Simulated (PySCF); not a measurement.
## Calculated data, Al2FH2O, Al2H2NO

Computed with PySCF 2.14.0. Calculation on a computer-drawn molecule: the log of a Hartree-Fock and frozen-core CCSD(T) single point meant for a local Hartree-Fock minimum, with one planted fault or none, to be diagnosed. Offsets are logged minus clean, where the clean run is the same molecule without the fault. The reference is restricted for singlets and unrestricted otherwise, and also for a bond in bohr or an excited solution. Adding or removing an electron swaps singlet and doublet. The excited solution moves the top pair (singlet) or top alpha electron (doublet) to the lowest empty orbital. Highest occupied and lowest empty are orbital energies over both spins, largest force is the largest gradient component, triples share is (T) over the correlation energy, the T1 limit is 0.02 restricted and 0.045 unrestricted, electrons count all cores, a negative frequency is imaginary (commonest isotopes), and the dipole is about the centre of nuclear charge.

Common to all runs: meant basis cc-pV(D+d)Z; logged SCF converged yes; logged CC converged yes; logged SCF stable within its kind yes; possible faults no fault, one electron removed, one electron added, multiplicity raised by two, geometry at a saddle point, SCF held on an excited solution, minimal basis STO-3G, one bond length entered in bohr, all coordinates scaled.

(1) Al2FH2O

Logged structure:
```xyz
6
Al2FH2O
F      1.5131    -1.0997     0.9722
Al     0.9717     0.4670     1.0225
O      0.0584     1.0349    -0.2575
Al    -0.8539     1.5108    -1.5936
H     -0.1137     2.1528    -2.8268
H     -2.4161     1.3142    -1.5534
```

* meant charge: 0
* meant multiplicity: 2
* logged electrons: 45
* logged basis functions: 30
* logged spin squared: 0.7569
* logged highest occupied: -4.3519 eV
* logged lowest empty: 7.5845 eV
* logged largest force: 0.042528 hartree/bohr
* logged T1 diagnostic: 0.023869
* logged D1 diagnostic: 0.0789
* logged triples share: 0.069869
* logged dipole magnitude: 2.027 debye
* logged energy HF: -651.11786 hartree
* logged energy CCSD(T): -651.25647 hartree

Drawn bonds:
```tsv
atom	other atom	order
1	2	1
2	3	1
3	4	1
4	5	1
4	6	1
```

(2) Al2H2NO

Logged structure:
```xyz
6
Al2H2NO
N     -1.1384     2.1114    -0.8579
Al     0.0282     0.8920    -0.5805
Al     1.7994    -0.9592    -0.1590
O      2.8658    -2.0738     0.0946
H     -1.2980     2.5817    -1.7358
H     -1.7790     2.4774    -0.1701
```

- meant charge: 1
- meant multiplicity: 1
- logged electrons: 42
- logged basis functions: 84
- logged spin squared: 2.1459
- logged highest occupied: -12.208 eV
- logged lowest empty: -7.4026 eV
- logged largest force: 0.093168 hartree/bohr
- logged T1 diagnostic: 0.045208
- logged D1 diagnostic: 0.16366
- logged triples share: 0.041225
- logged dipole magnitude: 16.888 debye
- logged energy HF: -613.93675 hartree
- logged energy CCSD(T): -614.40693 hartree

Drawn bonds:
```tsv
atom	other atom	order
1	2	1
2	3	1
3	4	2
1	5	1
1	6	1
```

Notes: T1 above single-reference limit.

Questions
1. Give the missing planted fault for Al2FH2O (entry 1).
2. Which fault was planted in the run of Al2H2NO (entry 2)?

Calculated values
1. minimal basis STO-3G
2. multiplicity raised by two

Further results for Al2FH2O (entry 1):

- HF energy offset from clean run: 5243 kcal/mol
- CCSD(T) energy offset from clean run: 5474 kcal/mol

Further results for Al2H2NO (entry 2):

- HF energy offset from clean run: 74.86 kcal/mol
- CCSD(T) energy offset from clean run: 98.86 kcal/mol
